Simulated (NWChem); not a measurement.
Molecule: CHBrF2; SMILES FC(F)Br

Results from NWChem. Pople sets run with spherical d functions. This build's default masses of Se (78.918 u) and Br (79.917 u) are each other's, which moves their modes by up to 0.6 %. Each level has its own optimisation; frequencies are unscaled.

| level | r C–F (Å) | r Br–C (Å) | r C–H (Å) | highest harmonic frequency (cm⁻¹) | lowest (cm⁻¹) | zero-point energy (kcal/mol) | dipole (D) |
|---|---|---|---|---|---|---|---|
| Hartree-Fock/STO-3G | 1.371 | 1.942 | 1.112 | 3524 | 336 | 16.3 | 1.27 |
| Hartree-Fock/3-21G | 1.352 | 1.988 | 1.067 | 3405 | 316 | 15.4 | 1.98 |
| Hartree-Fock/6-31G* | 1.320 | 1.929 | 1.073 | 3403 | 344 | 15.8 | 1.59 |
| B3LYP/6-31G* | 1.339 | 1.973 | 1.090 | 3160 | 306 | 14.4 | 1.46 |
| LDA (Slater exchange, VWN5)/def2-SVP | 1.323 | 1.941 | 1.115 | 3013 | 308 | 14.1 | 1.30 |
| PBE/def2-SVP | 1.341 | 1.972 | 1.110 | 3036 | 301 | 13.9 | 1.32 |
| BLYP/def2-SVP | 1.348 | 1.996 | 1.109 | 3026 | 290 | 13.7 | 1.32 |
| PBE0/def2-SVP | 1.327 | 1.941 | 1.100 | 3150 | 319 | 14.6 | 1.39 |
